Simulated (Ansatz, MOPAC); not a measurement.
Diatomic AsH+, multiplicity 2 (lowest of 2S+1 = 2, 4 at CCSD(T)/def2-TZVPP on PBE0 minima; our sources give no spin for the ground state, which may be another). No spin–orbit coupling. As is treated without relativity.

The constants come from a fifth-degree fit in 1/R (seven points, main isotopes). In def2 and cc sets the state is the lowest found near the PBE0 minimum, followed along R.

Correlated levels freeze the inner cores; with def2 sets outer-core shells near the valence are correlated too. CBS: X⁻³ extrapolation of the correlation energy, Hartree–Fock from the larger set. The state that PM6 reach isn't checked.

Run with Ansatz (an electronic-structure program) with Gaussian orbitals; MOPAC for PM6 (differences of heats of formation). Values without a source in brackets are computed.

Q: What bond length and harmonic frequency does PM6 give?

A: r_e = 1.510 Å, ω_e = 2238 cm⁻¹.

Q: What bond length and harmonic frequency does wB97X-V/def2-TZVPP give?

A: r_e = 1.527 Å, ω_e = 2253 cm⁻¹.

Q: What bond length and harmonic frequency does CCSD(T)/CBS(def2-TZVPP, def2-QZVPP) give?

A: r_e = 1.522 Å, ω_e = 2209 cm⁻¹.
